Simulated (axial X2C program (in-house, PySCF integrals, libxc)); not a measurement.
# Which molecule has these constants?

Calculated with an in-house all-electron X2C program for linear molecules (integrals from PySCF), spin-free (one-electron X2C) or two-component (2c: spin–orbit coupling with atomic mean-field Coulomb and Gaunt terms, which also bring small scalar terms), in Dyall basis sets with cores contracted in-house; open shells are unrestricted.

A two-component PBE0 calculation in a Dyall 3-zeta basis gave Re = 3.300 Å, ωe = 159.7 cm⁻¹, De = 0.62 eV, dipole magnitude 3.08 D, Ω = 1/2.

Which molecule is it?
A. CaAl
B. BeAl
C. SrAl
D. MgAl
E. BaAl

C. The others have CaAl 3.136 Å and 191.3 cm⁻¹ (Ω = 1/2); MgAl 2.886 Å and 204.8 cm⁻¹ (Ω = 1/2); BaAl 3.010 Å and 224.5 cm⁻¹ (Ω = 3/2); BeAl 2.421 Å and 393.0 cm⁻¹ (Ω = 1/2).

Each entry is the lowest single determinant of a limited PBE0 search at one distance. De goes to single-determinant-based atoms at the same level (for ions the charge split of lowest energy) and is withheld (n/a) where an atom does not fit its ground term or J level. Main or longest-lived isotopes. One determinant is a doubtful description, or other states lie close, for SrAl, CaAl, MgAl, BaAl, BeAl; these need not be ground states, and all values refer to the states named. With several unpaired electrons the Ω given is that of one determinant, not necessarily of the lowest component. Some light 2c atoms are not at their ground J level, so De misses part of their lowering (0.04 eV or less). The functionals have no current term, which raises determinants with orbital currents. Where the atoms have a lower orbital projection than the molecule, De at mean-field level may be about a tenth of an eV too small.
